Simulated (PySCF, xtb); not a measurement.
CH6OSi, SMILES CO[SiH3].

Harmonic wavenumbers (cm⁻¹) from xtb with GFN2-xTB at its own minimum, in rising order: 102, 163, 229, 600, 628, 745, 764, 806, 842, 1134, 1141, 1167, 1420, 1486, 1490, 2205, 2240, 2360, 2941, 2955, 2988.

Q: What does B3LYP-D3(BJ)/def2-TZVP run with PySCF give at its own minimum? (Estimate from the structure and the level; the computed values follow.)

A: 104, 128, 221, 720, 727, 773, 952, 968, 991, 1126, 1182, 1211, 1488, 1501, 1504, 2201, 2207, 2261, 2998, 3049, 3101. Paired by order, the mean absolute difference is 66 cm⁻¹ and the zero-point energies are 40.6 and 42.0 kcal/mol.
